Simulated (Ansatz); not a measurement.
C₄H₃O (SMILES [c-]1ccoc1), charge -1, singlet, at a GFN2-xTB geometry (a gas-phase anion, which may not be bound at this level); BCCD/def2-SVP in Ansatz (an electronic-structure program).

Here is a job for Ansatz.
Ansatz 0.2 input:
```yaml
crystal:
  periodic: [false, false, false]
  atoms:
    - {symbol: O, position_ang: [0.00331424, -0.00072523, 1.15085558]}
    - {symbol: C, position_ang: [-0.00480857, 1.10916172, 0.26448605]}
    - {symbol: C, position_ang: [0.00618756, -1.05863609, 0.30308132]}
    - {symbol: C, position_ang: [-0.00715679, 0.81484723, -1.06555540]}
    - {symbol: C, position_ang: [0.00039392, -0.64547339, -0.98975849]}
    - {symbol: H, position_ang: [-0.00807905, 2.06158188, 0.79005941]}
    - {symbol: H, position_ang: [0.01244746, -2.04160206, 0.76339482]}
    - {symbol: H, position_ang: [0.00142101, -1.33357490, -1.83381975]}
basis:
  gaussian:
    orbitals: def2-SVP
total_charge: -1
magnetization: {spin_polarized: false}
correlation: {method: bccd}
```

Output, abridged:

```
Functional definition: HF
871 factors; integrals over basis functions are off by at most 1.8e-3 eV
mean field evaluation 1: about -6194.6101 eV, gradient 3.5e1 eV
mean field evaluation 2: about -6194.6220 eV, gradient 3.5e1 eV
mean field evaluation 4: about -6198.2730 eV, gradient 4.6e0 eV
mean field evaluation 8: about -6198.3657 eV, gradient 4.6e-1 eV
mean field evaluation 16: about -6198.2609 eV, gradient 4.6e0 eV
mean field -6198.36748945 eV, -227.7858038331 hartree, gradient 2.3e-6 eV, S^2 0.000000; 0 other end points of the search recorded, 0 dependent functions left out; unrestricted orbitals would lower it
5 core orbitals not correlated
reference -6198.36748945 eV, -227.7858038331 hartree; 13, 13 occupied and 67, 67 virtual orbitals, 871 factors
second order -19.28308846 eV of doubles, -0.00000000 eV of singles
cycle   1  -19.24960416 eV  change    3.3e-2 eV  update   1.2e-1
cycle   2  -19.76986102 eV  change   -5.2e-1 eV  update   4.2e-2
cycle   3  -19.91564986 eV  change   -1.5e-1 eV  update   2.3e-2
cycle   4  -19.91380396 eV  change    1.8e-3 eV  update   8.1e-3
cycle   5  -19.90307375 eV  change    1.1e-2 eV  update   3.5e-3
cycle   6  -19.90230180 eV  change    7.7e-4 eV  update   1.6e-3
cycle   7  -19.90135604 eV  change    9.5e-4 eV  update   6.2e-4
cycle   8  -19.90086020 eV  change    5.0e-4 eV  update   2.2e-4
cycle   9  -19.90082233 eV  change    3.8e-5 eV  update   8.3e-5
cycle  10  -19.90086608 eV  change   -4.4e-5 eV  update   3.1e-5
cycle  11  -19.90083827 eV  change    2.8e-5 eV  update   1.4e-5
Total energy: -6218.26832773 eV, -228.5171461503 hartree
```
